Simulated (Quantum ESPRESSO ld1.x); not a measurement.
Values are calculated unless marked as measured or tabulated.
Problem. Species: the molybdenum ion Mo2+. Configuration: [Kr] 4d4. Code: ld1.x of Quantum ESPRESSO 7.5. Model: non-relativistic Kohn-Sham, PBEsol, spin-unpolarised, spherical densities, point nucleus; relativity is left out, which matters for an element this heavy. Some entries of the table are withheld. Estimate them.

orbital,occ.,eigenvalue (Ry),r(max) (bohr),<1/r> (bohr^-1)
1s,2,-1420.8823,0.02402,41.47
2s,2,-198.4834,(1),(2)
2p,6,-182.9586,0.1056,9.341
3s,2,-34.7701,(3),3.239
3p,6,-28.8036,(4),(5)
3d,10,-17.8621,0.3224,2.969
4s,2,-5.8139,1.013,1.198
4p,6,-4.1121,1.079,1.083
4d,4,-1.5509,(6),0.7777

Solution. 
(1) 2s r(max) (bohr): 0.1342
(2) 2s <1/r> (bohr^-1): 9.346
(3) 3s r(max) (bohr): 0.3948
(4) 3p r(max) (bohr): 0.3821
(5) 3p <1/r> (bohr^-1): 3.148
(6) 4d r(max) (bohr): 1.336
